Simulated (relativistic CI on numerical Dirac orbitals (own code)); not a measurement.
# I XXXVII: sensitivity of the levels to the model

Base calculation: Dirac-Coulomb-Breit CI, KLI orbitals optimised for each configuration, model QED (radiative potential, 1s self-energy scaled to tabulated hydrogen-like ionisation energies), unscaled Slater integrals.

Configuration list (outside the closed core [Ne]): 3s²3p⁵, 3s3p⁶, 3s²3p⁴3d, 3s3p⁵3d, 3p⁶3d, 3s3p⁴3d², 3s²3p³3d4p, 3p⁶4s, 3s3p⁴3d4s, 3s²3p⁴4s, 3p⁶4p, 3s²3p⁴4p, 3s²3p³3d², 3s²3p²3d³, 3s3p³3d³, 3s²3p²3d²4s, 3s²3p²3d²4p. Double excitations out of closed p, d and f shells are left out; levels of such configurations are missing from the list, as are those of other unlisted configurations, and high levels can miss mixing partners.

The lowest level and the first level of each name with at least 55 % of one term (blank where a level has no safe partner in the second run):

| Level | Base (cm⁻¹) | Shift (cm⁻¹) |
| --- | --- | --- |
| 3s²3p⁵ ²P°3/2 | 0 | 0 |
| 3s²3p⁵ ²P°1/2 | 571602 | +769 |
| 3s²3p⁴3d ⁴F9/2 | 1384853 | +3228 |
| 3s²3p⁴3d ⁴D1/2 | 1739610 | +13180 |
| 3s²3p⁴3d ²G7/2 | 1861885 | +396 |
| 3s²3p⁴3d ²G9/2 | 1981067 | +895 |
| 3s3p⁵3d ⁴P°1/2 | 2580021 | +28350 |
| 3s3p⁵3d ⁴F°9/2 | 2799090 | +18305 |

At this charge energies of transitions that change n are usually good to better than 1 %, and those within a shell (Δn = 0) to a few per cent.

(1) One thing was changed in a second run, which moved the levels as shown. Which?
A. valence Slater integrals scaled by 0.9
B. configuration mixing switched off
C. QED terms removed
D. Breit term removed

Answers

(1) A. Valence Slater integrals scaled by 0.9. Scaling acts on the splittings between terms and on the mixing, and leaves the fine structure of pure LS terms nearly alone; in jj coupling it moves the levels of one term differently.

LS names give the leading component of a level, which can be under half, so a name can repeat, a term be missing and a line seem to break the LS rules.
